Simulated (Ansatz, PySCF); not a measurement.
Gas-phase reaction 2 R1 → P1 + P2, each structure at its B3LYP-D3(BJ)/def2-TZVP stationary point, reached from a drawn start (curvature not checked).
P1, F3NbO (SMILES [O]=[Nb]([F])([F])[F]) (charge 0, multiplicity 1):
```xyz
5

Nb     0.0035     0.0035     0.0035
O      0.9872     0.9695     0.9868
F      1.1171    -1.0604    -1.0549
F     -1.0421     1.1364    -1.0530
F     -1.0657    -1.0489     1.1177
```
R1, F2NbO (SMILES [O]=[Nb]([F])[F]) (charge 0, multiplicity 2):
```xyz
4

Nb    -0.02123    -0.00048    -0.14730
O      1.66729    -0.00854     0.03932
F     -0.81421     1.70146     0.04725
F     -0.83194    -1.69244     0.06082
```
P2, FNbO (SMILES [O]=[Nb][F]) (charge 0, multiplicity 3):
```csv
atom,x (Å),y (Å),z (Å)
Nb,0.0648,0.0051,-0.6217
O,1.5068,-0.0062,0.2739
F,-1.5715,0.0011,0.3479
```

P less R. No zero-point or thermal terms; singlets are restricted closed shells; open shells are unrestricted; no spin–orbit coupling. The spin states of the d-block species are the ones drawn and need not be the lowest.

Frozen-core correlation throughout.

Run with Ansatz (a quantum-chemistry and plane-wave program) with Gaussian orbitals; PySCF for the D3/D4 terms. Each number belongs to the level named beside it. Elements past Kr take the def2 small-core potentials, without spin–orbit coupling.

```json
[
 {"level": "PBE/def2-TZVPP", "reaction energy (kcal/mol)": "2.10"},
 {"level": "PBE-D3(BJ)/def2-TZVPP", "reaction energy (kcal/mol)": "1.91"},
 {"level": "revPBE-D3(BJ)/def2-TZVPP", "reaction energy (kcal/mol)": "1.56"},
 {"level": "r2SCAN-D3(BJ)/def2-TZVPP", "reaction energy (kcal/mol)": "1.77"},
 {"level": "B3LYP-D4/def2-TZVPP", "reaction energy (kcal/mol)": "4.66"},
 {"level": "PBE0-D4/def2-TZVPP", "reaction energy (kcal/mol)": "2.62"},
 {"level": "BHLYP-D4/def2-TZVPP", "reaction energy (kcal/mol)": "6.51"},
 {"level": "B2PLYP-D4/def2-TZVPP", "reaction energy (kcal/mol)": "[?]"},
 {"level": "CCSD(T)/def2-QZVPP", "reaction energy (kcal/mol)": "[?]"}
]
```

**Question.** Fill in the missing entries.

**Answer.** 
- B2PLYP-D4/def2-TZVPP, reaction energy (kcal/mol): 3.93
- CCSD(T)/def2-QZVPP, reaction energy (kcal/mol): 5.25
